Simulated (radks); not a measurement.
Neutral erbium inside a hard spherical wall (all orbitals vanish at R), configuration held at [Xe] 4f12 6s2 and not refilled when levels cross. Method: scalar-relativistic Kohn-Sham, PBE, spin-polarised, spherical densities, finite nucleus; open shells are filled with parallel spins first (spin-orbit coupling, left out, can overturn this in heavy ions); Fermi nuclear charge, rms radius 5.2516 fm; computed with a radial shooting solver on a logarithmic mesh with Libxc functionals. Eigenvalues in eV for spin up, with the zero of energy where the potential of the charges vanishes at infinity; a dash marks a level that is unbound or too diffuse for the functional's potential to be trusted. A positive occupied level is held by the wall or, in an anion where self-interaction has pushed it up, behind a barrier. The pressure on the wall is -dE/dV.

R (bohr)  E (hartree)  kinetic (hartree)    e(5s)    e(5p)   e(6s)   e(4f)  e(6p, empty)  e(5d, empty)  pressure (GPa)
free      -13085.0621          14183.528  -52.257  -26.678  -3.857  -3.854             -             -               0
20        -13085.0621          14183.528  -52.257  -26.678  -3.857  -3.854        -1.140        -0.970        < 0.0001
15        -13085.0621          14183.528  -52.255  -26.676  -3.856  -3.852        -1.125        -0.965        0.000154
10        -13085.0599          14183.548  -52.107  -26.529  -3.739  -3.707        -0.790        -0.801          0.0511
8         -13085.0469          14183.631  -51.629  -26.058  -3.307  -3.239         0.074        -0.317           0.525
7         -13085.0231          14183.754  -51.060  -25.501  -2.697  -2.678         1.160         0.271            1.75
6         -13084.9618          14184.024  -50.066  -24.540  -1.388  -1.688         3.337         1.357            6.23
4         -13084.2637          14186.655  -44.840  -19.605   9.733   3.892        19.709         8.070             139
3         -13081.9716          14195.250  -35.562  -10.233  37.820  14.894        55.777        21.735            1250
2.5       -13077.8921          14209.853  -23.807    2.878  78.497  28.990        103.74        40.206            4890
2         -13065.6923          14250.168    4.387   36.006  177.34  59.055        214.09        84.564           24600
